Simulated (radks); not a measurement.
Values are calculated unless marked as measured or tabulated.
Ni XXIV, 5 electrons, occupied as 1s1 2s2 2p1 3p1 (not the ground configuration). Level of theory: scalar-relativistic Kohn-Sham, OLYP, spin-unpolarised, spherical densities, point nucleus (a radial shooting solver on a logarithmic mesh with Libxc functionals).

Normalised radial functions P(r) = r R(r), r in bohr:

```
   r/bohr * 2p (the largest magnitude, 2.27, reaches the edge; | marks zero)
 0.002461 *
 0.002753 *
 0.003055 *
 0.003417 *
 0.003791 *
  0.00424 *
 0.004705 *
 0.005263 |*
 0.005839 |*
 0.006531 |*
 0.007247 |*
 0.008106 |*
 0.008995 |*
  0.01006 | *
  0.01116 | *
  0.01249 |  *
  0.01385 |  *
   0.0155 |   *
   0.0172 |    *
  0.01923 |     *
  0.02134 |      *
  0.02387 |       *
  0.02649 |        *
  0.02963 |          *
  0.03287 |            *
  0.03677 |               *
   0.0408 |                 *
  0.04563 |                    *
  0.05063 |                       *
  0.05664 |                           *
  0.06284 |                               *
  0.07029 |                                   *
  0.07799 |                                      *
  0.08724 |                                          *
   0.0968 |                                              *
   0.1083 |                                                 *
   0.1201 |                                                    *
   0.1344 |                                                     *
   0.1491 |                                                      *
   0.1668 |                                                     *
   0.1851 |                                                   *
    0.207 |                                                *
   0.2297 |                                            *
   0.2569 |                                      *
    0.285 |                                *
   0.3188 |                          *
   0.3538 |                    *
   0.3957 |              *
   0.4391 |          *
   0.4911 |      *
   0.5449 |   *
   0.6095 | *
   0.6763 |*
   0.7564 |*
   0.8394 *
   0.9388 *
    1.042 *
    1.165 *
    1.293 *
    1.446 *
    1.605 *
```

2p: eigenvalue -2158.8 eV, 0 radial nodes, <r> = 0.188 bohr, 90 % of the charge inside 0.303 bohr.
